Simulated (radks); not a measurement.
Charge is removed step by step from the 2s level of Sc15+, starting from [He] 2s2 2p2. Calculated with a radial shooting solver on a logarithmic mesh with Libxc functionals: scalar-relativistic Kohn-Sham, r2SCAN, spin-unpolarised, spherical densities, finite nucleus; meta-GGA in the generalised Kohn-Sham scheme; Fermi nuclear charge, rms radius 3.5459 fm.

[
 {"removed (e)": "0", "E - E(0) (eV)": "0.000", "eigenvalue (eV)": "-1029.6", "E minus straight line (eV)": "0.000"},
 {"removed (e)": "0.125", "E - E(0) (eV)": "129.24", "eigenvalue (eV)": "-1038.4", "E minus straight line (eV)": "-3.836"},
 {"removed (e)": "0.25", "E - E(0) (eV)": "259.57", "eigenvalue (eV)": "-1047.1", "E minus straight line (eV)": "-6.576"},
 {"removed (e)": "0.375", "E - E(0) (eV)": "391.00", "eigenvalue (eV)": "-1055.9", "E minus straight line (eV)": "-8.219"},
 {"removed (e)": "0.5", "E - E(0) (eV)": "523.53", "eigenvalue (eV)": "-1064.7", "E minus straight line (eV)": "-8.765"},
 {"removed (e)": "0.625", "E - E(0) (eV)": "657.16", "eigenvalue (eV)": "-1073.5", "E minus straight line (eV)": "-8.214"},
 {"removed (e)": "0.75", "E - E(0) (eV)": "791.88", "eigenvalue (eV)": "-1082.2", "E minus straight line (eV)": "-6.567"},
 {"removed (e)": "0.875", "E - E(0) (eV)": "927.69", "eigenvalue (eV)": "-1090.9", "E minus straight line (eV)": "-3.828"},
 {"removed (e)": "1", "E - E(0) (eV)": "1064.6", "eigenvalue (eV)": "-1099.6", "E minus straight line (eV)": "0.000"}
]

Removing the whole electron costs 1064.6 eV by Delta-SCF, against 1029.6 eV from minus the eigenvalue at the starting occupation. Slater's transition state (half an electron removed) gives 1064.7 eV. Integrating minus the eigenvalue over the occupation (Janak's theorem) gives 1064.7 eV. In this scalar-relativistic scheme the density is built from large components alone, so the theorem holds only approximately. The mean slope of the eigenvalue, de/dn, is 70.0 eV per electron.
